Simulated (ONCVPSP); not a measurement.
## C: excitation energies, all-electron against ONCV

| Property | Result |
| --- | --- |
| Element | C (Z = 6) |
| Generator | ONCVPSP 4.0.1 |
| Type | optimised norm-conserving Vanderbilt (ONCV) |
| Functional | PBEsol |
| Relativity | scalar-relativistic |
| Frozen core | [He] |
| Valence charge | 4 |
| Reference configuration | 2s2 2p2 |
| Partial waves | 2s: rc 1.30 bohr, ncon 3, nbas 7, qcut 4.8 1/bohr, local; 2p: rc 1.95 bohr, ncon 3, nbas 7, qcut 5.8 1/bohr, 1 projector; d scattering state at 0.03 Ha: rc 1.65 bohr, ncon 3, nbas 7, qcut 5.9 1/bohr, 2 projectors, debl 4 Ha |
| Local potential | the s channel |
| Core correction | Teter function, fcfact 2, rcfact 1.1 |

Energies are relative to the spin-unpolarised reference configuration 2s2 2p2; without spin polarisation the order of configurations can differ from experiment.

| valence configuration | charge | ΔE all-electron (eV) | error AE − PS (meV) |
| --- | --- | --- | --- |
| 2s2 2p1 | +1 | 10.789 | +44 |
| 2s1 2p0 | +3 | 82.771 | +789 |
| 2s1 2p3 | 0 | 8.427 | -3.8 |

What are ΔE and the potential's error for 2s2 2p0?

ΔE = 34.807 eV all-electron; the error (AE − PS) is +411 meV.

Levels in the configuration 2s1 2p0:

| level | all-electron (eV) | pseudo (eV) |
| --- | --- | --- |
| 2s | -55.834 | -55.414 |
